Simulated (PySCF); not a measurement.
Distorted geometries of [Dy(NH3)3]3+

[Dy(NH3)3]3+ (singlet in the valence; each metal's 4f electrons, 9 of them, lie in its core potential, out of spins and levels). PySCF 2.14.0, RKS B3LYP, Dy lcecp-1-SVP with ECP55, N def2-SVP, H def2-SVP; non-relativistic Hamiltonian with scalar-relativistic core potentials where named; density fitting; no spin-orbit coupling. Relaxed geometry:

```xyz
13

Dy    0.0000    0.0000   -0.7875
N     2.2767   -0.0005    0.0063
H     2.4883   -0.6391    0.7981
H     2.9845   -0.2758   -0.7047
H     2.6369    0.9133    0.3442
N    -1.1379    1.9720    0.0063
H    -0.6907    2.4745    0.7981
H    -1.2534    2.7226   -0.7047
H    -2.1094    1.8270    0.3442
N    -1.1388   -1.9714    0.0063
H    -1.7976   -1.8354    0.7981
H    -1.7311   -2.4468   -0.7047
H    -0.5275   -2.7403    0.3442
```

Problem. Order these distorted geometries by energy above the relaxed one, lowest first.
A.
```xyz
13

Dy   -0.0088   -0.0162   -0.7924
N     2.2510    0.0061    0.0281
H     2.4873   -0.6690    0.8440
H     2.9624   -0.2468   -0.7211
H     2.6482    0.9154    0.3118
N    -1.1588    1.9769    0.0105
H    -0.6528    2.4455    0.7859
H    -1.2226    2.7055   -0.6929
H    -2.0889    1.8220    0.3425
N    -1.1121   -1.9729    0.0499
H    -1.8217   -1.7659    0.6971
H    -1.7488   -2.4524   -0.7013
H    -0.5343   -2.7483    0.3818
```
B.
```xyz
13

Dy   -0.0320   -0.0055   -0.8278
N     2.3025    0.0109    0.0644
H     2.5208   -0.6034    0.6126
H     3.0493   -0.2880   -0.7059
H     2.6365    0.8883    0.4005
N    -1.1296    1.9866   -0.0836
H    -0.6957    2.3788    0.8805
H    -1.2376    2.7933   -0.6472
H    -2.1476    1.8480    0.3606
N    -1.0358   -1.9752   -0.0518
H    -1.8478   -1.8672    0.8648
H    -1.7768   -2.5155   -0.6732
H    -0.6061   -2.6510    0.3500
```
C.
```xyz
13

Dy   -0.2064    0.0174   -0.7940
N     2.5326    0.1470   -0.0265
H     2.4996   -0.8750    0.7988
H     2.9825   -0.4146   -0.6323
H     2.5979    0.6556    0.5720
N    -0.9205    2.0246   -0.2710
H    -0.7696    2.5553    0.8009
H    -1.1979    2.9714   -0.6834
H    -2.2898    1.8800    0.4676
N    -1.3331   -1.7911   -0.1474
H    -1.7162   -1.9761    0.5787
H    -1.6435   -2.2913   -0.6418
H    -0.5356   -2.9031    0.5223
```

Solution. A (0.31 eV), B (2.83 eV), C (14.06 eV).

Problem. Which forces (eV/Å) act in the one that lies 0.31 eV up?

Solution. 
```
Dy   0.06  0.13  0.06
N    0.87 -1.20  0.06
H   -0.23  1.08 -1.17
H   -0.56 -0.14  0.61
H   -0.08  0.25  0.44
N    2.10 -0.80 -0.05
H   -0.21  0.03  0.11
H   -0.30  0.74 -0.64
H   -1.54 -0.02  0.57
N   -0.07 -0.49 -3.80
H   -1.43  0.28  2.31
H    1.26  0.58  0.95
H    0.11 -0.42  0.56
```
Forces carry noise of the integration grid, about 0.01 to 0.03 eV/Å.

A frequency check found unstable modes (3, the lowest at -29 cm⁻¹), so the relaxed geometry is a saddle point, or these are noise. An lcecp potential fixes the number of 4f electrons, so in runs with it no electron can move into or out of that shell.
